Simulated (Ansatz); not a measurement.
`CCB(C)F` + H₂ → `CBF` + `CC`  (hydrogenolysis of a B–C bond)

Isolated molecules relaxed with PBE0-D4/def2-TZVP in Ansatz; ΔE leaves out vibrations. CBS: MP2 limit from def2 TZ/QZ plus the TZ coupled-cluster correction, frozen cores. This one scheme is used for every species. Functionals use def2-TZVPP. B3LYP here is the variant with VWN-RPA as its local correlation; programs differ in this. HSE06 is defined as in plane-wave codes. One conformer a species, not always the lowest.

```tsv
level	ΔE (kJ/mol)	difference from CCSD(T)/CBS
LDA (SPW92)	-5.1	9.9
PBE-D4	-11.7	3.3
revPBE-D4	-8.1	6.9
BLYP-D4	-15.2	-0.2
r2SCAN-D4	-11.1	3.9
B97M-V	-15.4	-0.4
B3LYP-D4	-17.8	-2.8
r2SCANh-D4	-12.2	2.8
r2SCAN0-D4	-13.9	1.1
HSE06-D4	-14.8	0.2
CAM-B3LYP-D4	-18.9	-3.9
ωB97X-V	-16.2	-1.2
ωB97M-V	-14.0	1.0
PBE-QIDH	-17.4	-2.4
PBE	-17.9	-2.9
revPBE	-23.2	-8.2
BLYP	-28.0	-13.0
r2SCAN	-12.9	2.1
B3LYP	-27.5	-12.5
r2SCANh	-14.2	0.8
r2SCAN0	-16.0	-1.0
HSE06	-19.9	-4.9
BHLYP	-29.3	-14.3
CAM-B3LYP	-24.5	-9.5
LC-ωPBE	-19.2	-4.2
RPA@PBE/def2-TZVPP	-18.6	-3.6
HF/def2-SVP	-39.4	-24.4
MP2/def2-SVP	-17.3	-2.3
CCSD/def2-SVP	-24.1	-9.1
CCSD(T)/def2-SVP	-21.0	-6.0
HF/def2-TZVPP	-40.4	-25.4
MP2/def2-TZVPP	-13.5	1.5
SCS-MP2/def2-TZVPP	-20.1	-5.1
CCSD/def2-TZVPP	-20.7	-5.7
CCSD(T)/def2-TZVPP	-16.6	-1.6
HF/def2-QZVPP	-40.7	-25.7
MP2/def2-QZVPP	-12.7	2.3
SCS-MP2/def2-QZVPP	-19.3	-4.3
HF/CBS(def2)	-40.8	-25.8
CCSD/CBS(def2)	-19.1	-4.1
CCSD(T)/CBS	-15.0	0
```

Largest T1 diagnostic among the species: 0.012.

The D4 term adds +9.7 kJ/mol with B3LYP and +5.5 kJ/mol with PBE0; it sums over pairs of atoms, weighted by their polarisabilities, and B3LYP, whose exchange is more repulsive, gets the larger term. Leaving LDA and LC-ωPBE aside and taking each functional with its dispersion term where it has one, the values, not all of them listed here, spread over 14.8 kJ/mol, from B2PLYP to revPBE-D4. LDA lies +12.8 kJ/mol from PBE without D4.
